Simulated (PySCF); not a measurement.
## Tb: ionisation energy

Tb [Xe] 4f9 6s2 (high-spin determinant) → Tb⁺ [Xe] 4f9 6s1 (high-spin determinant), as a difference of total energies. Calculation: PySCF 2.14, in ANO-RCC-VTZP (8s7p5d3f2g1h, 104 functions); scalar relativity by spin-free X2C-1e. Correlated levels: valence: [Kr] 4d10 frozen; valence and next inner shell: [Ar] 3d10 frozen. The calculations carry no spin-orbit coupling.

```
                                method  ionisation energy (eV)  error (eV)
                                   UHF                   4.790      -1.074
                                   LDA                   6.039      +0.175
                                   PBE                   5.822      -0.042
                                  PBE0                   5.705      -0.159
                                r2SCAN                   5.549      -0.315
                         MP2 (valence)                   5.708      -0.156
                     SCS-MP2 (valence)                   5.742      -0.122
    MP2 (valence and next inner shell)                   5.731      -0.133
SCS-MP2 (valence and next inner shell)                   5.749      -0.115
```

Reference: 5.864 eV (measured; NIST Atomic Spectra Database, ionization energies).

Errors of the correlated levels include the incompleteness of this basis and the frozen core.

The determinant of Tb and of Tb⁺ mixes LS terms, which raises its energy above the lowest term, most at the Hartree-Fock and MP2 levels.
